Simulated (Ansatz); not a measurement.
Wavefunction ladder for `N/C(F)=C/[SiH3]`

Cartesian coordinates in Å:
```
N -1.2978 1.7613 0.4747
C -0.7212 0.5405 0.2780
F -1.5938 -0.4272 0.5907
C 0.4835 0.2259 -0.1999
Si 1.0304 -1.5056 -0.5215
H -0.6712 2.5475 0.4652
H -2.0078 1.7971 1.1882
H 1.1509 1.0532 -0.4140
H 2.4183 -1.4548 -1.0538
H 0.1722 -2.1999 -1.5205
H 1.0366 -2.3379 0.7130
```

The species carries charge 0 and has multiplicity 1. The structure was optimised at the PBE0-D4/def2-TZVP level. It is one conformer, not always the lowest. Frozen core, restricted reference, Ansatz. CBS rows extrapolate triple and quadruple zeta; past MP2 they add the triple-zeta difference.

```csv
basis,HF (Eh),MP2 corr.
def2-TZVPP,-522.14106,-0.90379
def2-QZVPP,-522.16053,-0.97299
```

Question: Estimate the CCSD correlation energy and the (T) correction in each basis where they were run (hartree).

Answer: 
```csv
basis,CCSD corr.,(T)
def2-TZVPP,-0.94188,-0.03683
CBS(def2),-1.06234,as TZ
```
